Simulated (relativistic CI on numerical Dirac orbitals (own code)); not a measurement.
# d1 to d9 in one octahedral field

Computed with a parametric ligand-field model without spin-orbit coupling, by exact diagonalisation: B = 680, C = 2840, 10Dq = 27100 cm⁻¹ (Oh; |10Dq|/B = 39.9) for every shell. Energies in cm⁻¹; the field energy is (0.6 n_e − 0.4 n_t2) × 10Dq of the ground term; g labels are left out.

```csv
Shell,Ground term,Electrons in e,Field energy,First spin-allowed bands,Lowest term of other spin
d1,2T2,0.000,-10840,2E 27100,
d2,3T1,0.014,-21289,"3T2 25554, 3T1 34208",1T2 10045
d3,4A2,0.000,-32520,"4T2 27100, 4T1 34494",2E 13768
d4,?,?,?,?,?
d5,2T2,0.041,-53088,"2A2 23565, 2T1 23805",4T1 13646
d6,1A1,0.031,-64207,"1T1 25142, 1T2 34464",3T1 19082
d7,2E,1.022,-48196,"2T1 24977, 2T2 25642",4T1 13320
d8,3A2,2.000,-32520,"3T2 27100, 3T1 34494",1E 11019
d9,2E,3.000,-16260,2T2 27100,
```

(1) Fill in the row of d4.

Answers

(1) Ground term: 3T1; Electrons in e: 0.022; Field energy: -42756; First spin-allowed bands: 3E 24469, 3T1 25181; Lowest term of other spin: 1T2 8369. Low spin: d4, d5, d6, d7; the other shells keep the spin of the free ion. Only d4 to d7 can choose; the field needed to pair spins is smallest for d6 and largest for d5, which loses most exchange energy. In the strong-field picture 10Dq must exceed about 6B + 5C = 18280 (d4), 7.5B + 5C = 19300 (d5), 2.5B + 4C = 13060 (d6) and 4B + 4C = 14080 (d7); mixing of terms shifts these bounds somewhat.
